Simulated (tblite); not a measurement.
Species: C6H8NO (doublet state).
SMILES with atom numbers: `[CH3:1]/[CH:2]=[C:3]1/[CH2:4][C:5]1[NH:6][CH:7]=[O:8]` (hydrogens: H9, H10, H11 on C1; H12 on C2; H13, H14 on C4; H15 on N6; H16 on C7)

Cartesian coordinates in Å at the GFN2-xTB level; atoms count from 1:
```
atom  x, y, z in Å
C1    -2.6054    0.4708    0.3302
C2    -1.8082   -0.7401   -0.0212
C3    -0.4701   -0.7466   -0.1064
C4     0.7760   -1.5451   -0.3767
C5     0.7374   -0.1128   -0.0241
N6     1.4696    0.9992    0.1861
C7     2.8383    1.0559    0.1140
O8     3.5606    0.1239   -0.1425
H9    -1.9587    1.3267    0.5065
H10   -3.1985    0.2886    1.2276
H11   -3.3004    0.7167   -0.4740
H12   -2.3578   -1.6498   -0.2127
H13    1.0199   -1.8369   -1.3934
H14    1.1246   -2.2646    0.3575
H15    0.9622    1.8461    0.4132
H16    3.2028    2.0769    0.3226
```

Computed with GFN2-xTB (tblite): harmonic, unscaled wavenumbers at the GFN2-xTB geometry, gas phase. The method is semi-empirical: single wavenumbers can be off by several per cent or more. One conformer, not necessarily the lowest. Open shells enter through the occupations alone, without spin polarisation, and single modes of such species can be off by tens of per cent.

Harmonic wavenumbers (cm⁻¹): 59.7, 91.7, 96.0, 127.9, 155.4, 210.6, 337.2, 352.8, 361.8, 479.7, 593.0, 698.0, 718.2, 773.7, 861.6, 866.5, 937.8, 979.3, 1017.1, 1032.3, 1047.5, 1104.6, 1116.8, 1150.3, 1287.2, 1340.0, 1365.2, 1396.6, 1445.8, 1473.2, 1479.6, 1543.5, 1714.9, 1815.3, 2790.7, 2973.6, 2990.1, 2994.0, 3010.6, 3040.7, 3076.3, 3374.6.

A = 5416, B = 1046, C = 886.8 MHz; mass 110.061 u (most abundant isotopes); point group Cs, symmetry number 1; spin multiplicity 2.

**Question.** Zero-point energy?

**Answer.** Half the sum of the wavenumbers: 27141 cm⁻¹ = 77.60 kcal/mol.

**Question.** What is S at 500 K and 1 bar for an ideal gas of classical rigid rotors and harmonic oscillators?

**Answer.** Translation 42.60, rotation 30.09, vibration 42.76, spin (R ln 2) 1.38: S = 116.8 cal/(mol K).

**Question.** And Cp and H(500 K) − H(0)?

**Answer.** Cp = 48.45 cal/(mol K), of which vibrations give 40.51 (their classical limit is 42 R = 83.5); H(500 K) − H(0) = 14.72 kcal/mol without the zero-point energy, 10.75 from vibrations.

**Question.** Blend soft modes into free rotors: weight 1/[1 + (100 cm⁻¹/ν̃)⁴] for the oscillator and the rest for a rotor with moment μB/(μ + B), μ = h/(8π²ν), B = 10⁻⁴⁴ kg m². What vibrational entropy results?

**Answer.** 39.67 cal/(mol K) in place of 42.76, which changes −T·S at 500 K by +1.54 kcal/mol.

**Question.** Which modes carry the vibrational entropy at 500 K?

**Answer.** 59.7 cm⁻¹: 5.49; 91.7 cm⁻¹: 4.64; 96.0 cm⁻¹: 4.55; 127.9 cm⁻¹: 3.98; 155.4 cm⁻¹: 3.60; 210.6 cm⁻¹: 3.01 cal/(mol K); the other 36 give 17.48 together.

Hindered rotation and anharmonicity are outside this model. Other conformers, if any are populated, would add a mixing term that is left out.
